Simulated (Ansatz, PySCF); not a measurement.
Energy difference R1 → P1, each structure at its B3LYP-D3(BJ)/def2-TZVP stationary point, reached from a drawn start; harmonic modes at that level show minima.
R1, HOS (SMILES [O]S) (charge 0, multiplicity 2):
```xyz
3

S     -0.4269    -0.1281    -0.3859
O     -0.4221    -0.1267     1.1196
H      0.8490     0.2547    -0.7338
```
P1, HOS (SMILES O[S]) (charge 0, multiplicity 2):
```tsv
atom	x (Å)	y (Å)	z (Å)
O	-0.2905	-0.0872	-0.4430
S	-0.2975	-0.0893	1.1970
H	0.5880	0.1764	-0.7539
```

P less R. No zero-point or thermal terms; open shells are unrestricted.

Cores are frozen in the correlated methods. CBS: X⁻³ extrapolation of the correlation energy, Hartree–Fock from the larger set.

Run with Ansatz (Gaussian orbitals); PySCF for the D3/D4 terms. Each number belongs to the level named beside it.

Task: Estimate the reaction energy that BHLYP-D3(BJ)/def2-TZVPPD returns for this input.

Result: 46 meV

Task: Predict the reaction energy from B3LYP-D3(BJ)/def2-TZVPPD.

Result: 126 meV

Task: What reaction energy does MP2/CBS(aug-cc-pV(T+d)Z, aug-cc-pV(Q+d)Z) + ΔCCSD(T)/aug-cc-pV(T+d)Z give?

Result: 65 meV

Ansatz is a quantum-chemistry and plane-wave program.
